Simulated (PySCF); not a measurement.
# Working out the ionisation energy of Cs¹⁵⁺

Cs¹⁵⁺ [Kr] 4d4 (5D) → Cs¹⁶⁺ [Kr] 4d3 (4F). Computed with PySCF 2.14 in an even-tempered Gaussian basis (20 s from 0.68 bohr⁻², ratio 2.5; 15 p from 0.88 bohr⁻², ratio 2.5; 10 d from 0.88 bohr⁻², ratio 2.5; 4 f from 4.2 bohr⁻², ratio 2.7; 4 g from 6.4 bohr⁻², ratio 2.7), with scalar relativity by spin-free X2C-1e. Frozen: [Ar] 3d10; the 48 highest virtual orbitals dropped. Energies in hartree (1 hartree = 27.21139 eV):

```tsv
part	Cs¹⁵⁺ (lower)	Cs¹⁶⁺ (upper)
UHF	-7701.953488	-7687.906968
MP2 opposite-spin	-0.269722	-0.257432
MP2 same-spin	-0.113587	-0.093163
```

Question: What does Hartree-Fock give?

Answer: (-7687.906968) − (-7701.953488) = 14.046520 hartree = 382.225 eV.

Question: What do MP2 and SCS-MP2 (6/5 opposite-spin, 1/3 same-spin) give?

Answer: The opposite-spin parts differ by 0.334 eV and the same-spin parts by 0.556 eV. MP2: 382.225 + (0.334) + (0.556) = 383.115 eV. SCS-MP2: 382.225 + 1.2 × (0.334) + (0.556)/3 = 382.811 eV.

Reference: 382 ± 3 eV (theoretical estimate listed by NIST; NIST Atomic Spectra Database, ionization energies), between the lowest levels; spin-orbit coupling is absent from the calculation.

What remains against the reference includes basis incompleteness, the frozen core and correlation beyond second order.
